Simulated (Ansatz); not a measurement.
`COB[SiH3]` → `BC[SiH2]O`  (isomerisation)

Gas-phase electronic energies from Ansatz, PBE0-D4/def2-TZVP geometries. CCSD(T)/CBS adds triple-zeta CCSD(T) − MP2 to the extrapolated MP2 energy (def2 sets, frozen cores). Functionals use def2-TZVPP. B3LYP here is the variant with VWN-RPA as its local correlation; programs differ in this. One conformer a species, not always the lowest.

`COB[SiH3]`:

Z-matrix (Å, degrees):
```
C
O 1 1.416
H 1 1.091 2 108.7
H 1 1.091 2 108.7 3 -118.3
H 1 1.093 2 111.1 3 120.9
B 2 1.341 1 122.5 3 -121.0
Si 6 2.025 2 119.1 1 -179.9
H 6 1.208 2 118.8 1 0.0
H 7 1.492 6 110.0 2 -122.4
H 7 1.492 6 109.9 2 120.3
H 7 1.489 6 113.5 2 -1.0
```

`BC[SiH2]O`:

```xyz
11

B     1.330    1.145   -0.564
C     0.772    0.031    0.330
Si   -1.052   -0.267   -0.051
O    -1.692   -1.381    0.981
H     1.262    2.293   -0.226
H     1.790    0.895   -1.642
H     0.771    0.272    1.398
H     1.239   -0.945    0.158
H    -1.846    0.963    0.169
H    -1.186   -0.721   -1.462
H    -1.387   -2.286    0.910
```

Question: Is it downhill or uphill in electronic energy at CCSD(T)/CBS, and by how much? (Best estimate.)

Answer: The calculation gave: Downhill: ΔE = -78.2 kJ/mol.

Question: What do these levels give: PBE-D4, r2SCAN-D4, B3LYP-D4, BHLYP-D4, CCSD(T)/def2-SVP, MP2/def2-QZVPP? (Best estimate.)

Answer: The calculation gave: PBE-D4 -56.2, r2SCAN-D4 -73.2, B3LYP-D4 -65.2, BHLYP-D4 -74.6, CCSD(T)/def2-SVP -25.6, MP2/def2-QZVPP -92.1 kJ/mol.

Question: What do rigid-rotor, harmonic-oscillator terms from PBE0-D4/def2-TZVP frequencies (298.15 K, 1 bar) make of the CCSD(T)/CBS value? (An estimate is asked.)

Answer: Computed: ΔZPE = -2.6 kJ/mol, ΔH = -80.6 kJ/mol, ΔS = -1 J/(mol·K), ΔG = -80.4 kJ/mol.

Largest T1 diagnostic among the species: 0.014.

From BLYP to BHLYP (50 % exact exchange), in def2-TZVPP and without D4, ΔE moves by −18.8 kJ/mol. At CCSD(T), def2-SVP lies +52.7 kJ/mol from the extrapolated value and def2-TZVPP +6.6 kJ/mol. Leaving LDA and LC-ωPBE aside and taking each functional with its dispersion term where it has one, the values, not all of them listed here, spread over 22.1 kJ/mol, from r2SCAN0-D4 to PBE-D4.
